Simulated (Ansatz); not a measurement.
Cost and result up the ladder for the cluster InO₃H₃ (the lowest singlet isomer of a short search) (7 atoms). Total charge 0; singlet. Geometry: PBE0-D4/def2-SVP.

Cartesian coordinates in Å:
```
In 0.094 0.154 0.159
O 1.953 -0.550 0.227
O -1.365 -0.603 -0.979
O -0.376 1.712 1.291
H -1.302 1.952 1.167
H 2.075 -1.305 -0.360
H -1.078 -1.359 -1.504
```

Ansatz on 4 threads of Arm Neoverse V2 on a shared host. Times are rough, and most runs start from the orbitals of an earlier one. ωB97X-V/def2-TZVP serves as the yardstick here, not as an exact answer. Differences are given only for rows in sets of like size (and for xTB, whose basis is part of the method), since another set adds its own error. Binding counts from free atoms at the same level (In doublet, O triplet, H doublet; other spins of the atoms weren't run), without zero-point energy or a counterpoise term.

In the def2 sets In takes a core potential; there is no spin–orbit coupling. B3LYP takes the VWN-RPA correlation. HSE06 is defined as in plane-wave codes, on full-range PBE exchange. Correlated methods freeze 7 core orbitals; core or outer-core shells of In are correlated, in sets that lack core-valence functions. The structure comes from a short search, and lower isomers may exist.

Correlated methods converge slowly with the basis.

```json
{"level": "PBE-D4/def2-SVP", "functions": "83", "wall time": "0.6 s", "binding energy per atom (eV)": "3.38", "difference from ωB97X-V/def2-TZVP (eV)": "–"}
{"level": "PBE0-D4/def2-SVP", "functions": "83", "wall time": "0.85 s", "binding energy per atom (eV)": "3.22", "difference from ωB97X-V/def2-TZVP (eV)": "–"}
{"level": "MP2/def2-TZVP", "functions": "161", "wall time": "1.4 s", "binding energy per atom (eV)": "3.36", "difference from ωB97X-V/def2-TZVP (eV)": "-0.01"}
{"level": "B3LYP-D4/def2-TZVP", "functions": "161", "wall time": "1.6 s", "binding energy per atom (eV)": "3.31", "difference from ωB97X-V/def2-TZVP (eV)": "-0.06"}
{"level": "PBE0-D4/def2-TZVP", "functions": "161", "wall time": "1.6 s", "binding energy per atom (eV)": "3.29", "difference from ωB97X-V/def2-TZVP (eV)": "-0.08"}
{"level": "HSE06-D4/def2-TZVP", "functions": "161", "wall time": "1.8 s", "binding energy per atom (eV)": "3.29", "difference from ωB97X-V/def2-TZVP (eV)": "-0.08"}
{"level": "CAM-B3LYP-D4/def2-TZVP", "functions": "161", "wall time": "1.8 s", "binding energy per atom (eV)": "3.35", "difference from ωB97X-V/def2-TZVP (eV)": "-0.02"}
{"level": "PBE-D4/def2-TZVPD", "functions": "203", "wall time": "2 s", "binding energy per atom (eV)": "3.46", "difference from ωB97X-V/def2-TZVP (eV)": "0.09"}
{"level": "r2SCAN-D4/def2-TZVP", "functions": "161", "wall time": "2.3 s", "binding energy per atom (eV)": "3.37", "difference from ωB97X-V/def2-TZVP (eV)": "0.00"}
{"level": "r2SCANh-D4/def2-TZVP", "functions": "161", "wall time": "2.7 s", "binding energy per atom (eV)": "3.31", "difference from ωB97X-V/def2-TZVP (eV)": "-0.06"}
{"level": "r2SCAN-D4/def2-TZVPD", "functions": "203", "wall time": "3.3 s", "binding energy per atom (eV)": "3.38", "difference from ωB97X-V/def2-TZVP (eV)": "0.01"}
{"level": "ωB97X-V/def2-TZVP", "functions": "161", "wall time": "4.3 s", "binding energy per atom (eV)": "3.37", "difference from ωB97X-V/def2-TZVP (eV)": "0.00"}
{"level": "B97M-V/def2-TZVP (with forces)", "functions": "161", "wall time": "4.8 s", "binding energy per atom (eV)": "3.34", "difference from ωB97X-V/def2-TZVP (eV)": "-0.03"}
{"level": "CCSD(T)/def2-TZVPP", "functions": "185", "wall time": "70 s", "binding energy per atom (eV)": "3.30", "difference from ωB97X-V/def2-TZVP (eV)": "-0.07"}
```
